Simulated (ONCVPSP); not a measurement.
**iridium: one change to an ONCV potential, before and after**

```json
{
  "Element": "iridium",
  "Generator": "ONCVPSP 4.0.1",
  "Type": "optimised norm-conserving Vanderbilt (ONCV)",
  "Functional": "LDA (Perdew-Zunger)",
  "Relativity": "scalar-relativistic",
  "Frozen core": "[Kr] 4d10 4f14",
  "Valence charge": "17",
  "Reference configuration": "5s2 5p6 5d7.5 6s1.5",
  "Partial waves": "5s+6s: rc 1.85 bohr, ncon 4, nbas 7, qcut 6.1 1/bohr, 2 projectors; 5p: rc 1.15 bohr, ncon 4, nbas 8, qcut 8.7 1/bohr, 3 projectors, debl 3.3 Ha; 5d: rc 2.00 bohr, ncon 4, nbas 9, qcut 6.8 1/bohr, 2 projectors, debl 1.3 Ha",
  "Local potential": "polynomial inside 0.85 bohr (lpopt 4, dvloc0 2 Ha)",
  "Core correction": "none"
}
```

Change: functional BLYP.

Cutoffs: the cutoffs (Ha) at which the residual kinetic energy of the hardest occupied pseudo-wave falls to 1 and 0.1 mHa per electron; they do not see the model core or the augmentation charge, which bear on the density cutoff. Errors are all-electron minus pseudo energies relative to the spin-unpolarised reference configuration.

How do hardness, ghosts and transferability respond?

The potential gets neither clearly harder nor softer (36 Ha and 118 Ha → 36 Ha and 117 Ha); of the 4 tests that both files solve, the error grows in 1 and shrinks in 3 by more than 15 % and 0.3 meV (median size 3.4 → 2.1 meV); neither file shows a bound ghost.

| quantity | base | changed |
| --- | --- | --- |
| cutoff, loose | 36 Ha | 36 Ha |
| cutoff, tight | 118 Ha | 117 Ha |
| loose cutoff by channel | s 13 Ha, p 36 Ha, d 17 Ha | s 13 Ha, p 36 Ha, d 17 Ha |
| bound ghosts | none | none |
| GHOST(+) flags under 300 eV | s at 51.6 eV | s at 52.0 eV |
| error for 5s2 5p6 5d7 6s2, meV [ΔE 0.26 → 0.24 eV] | +1.3 | +1.9 |
| error for 5s2 5p6 5d7 6s1, meV [ΔE 10.44 → 10.09 eV] | -1.7 | -1.4 |
| error for 5s2 5p6 5d7 6s0, meV [ΔE 28.29 → 27.63 eV] | -10 | -6.8 |
| error for 5s2 5p6 5d7 6s0 6p1, meV [ΔE 17.02 → 16.53 eV] | -5.2 | -2.2 |
| s: phases at 1.88 bohr within 0.05 rad from the reference energy up to (Ha; the scan ends near 5) | 1.6 | 1.6 |
| p: phases at 1.17 bohr within 0.05 rad from the reference energy up to (Ha; the scan ends near 5) | to the end of the scan | to the end of the scan |
| d: phases at 2.03 bohr within 0.05 rad from the reference energy up to (Ha; the scan ends near 5) | to the end of the scan | to the end of the scan |
